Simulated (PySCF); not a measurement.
Working out the ionisation energy of Si⁺

Si⁺ [Ne] 3s2 3p1 (2P) → Si²⁺ [Ne] 3s2 (1S). Computed with PySCF 2.14 in x2c-QZVPPall, with scalar relativity by spin-free X2C-1e. Frozen: 1s2. Energies in hartree (1 hartree = 27.21139 eV):

| part | Si⁺ (lower) | Si²⁺ (upper) |
| --- | --- | --- |
| UHF | -289.183094 | -288.601185 |
| CCSD correlation | -0.239123 | -0.224585 |
| (T) | -0.003383 | -0.002368 |

Task: What does Hartree-Fock give?

Result: (-288.601185) − (-289.183094) = 0.581909 hartree = 15.835 eV.

Task: What do CCSD and CCSD(T) give?

Result: The CCSD correlation energies differ by 0.014538 hartree = 0.396 eV and the triples by 0.001015 hartree = 0.028 eV, so CCSD gives 16.231 eV and CCSD(T) 16.259 eV.

Measured between the centres of the two terms (NIST): 16.322 eV, so CCSD(T) (valence and next inner shell) is off by -0.063 eV.

What remains against the reference includes basis incompleteness, the frozen core and higher excitations.
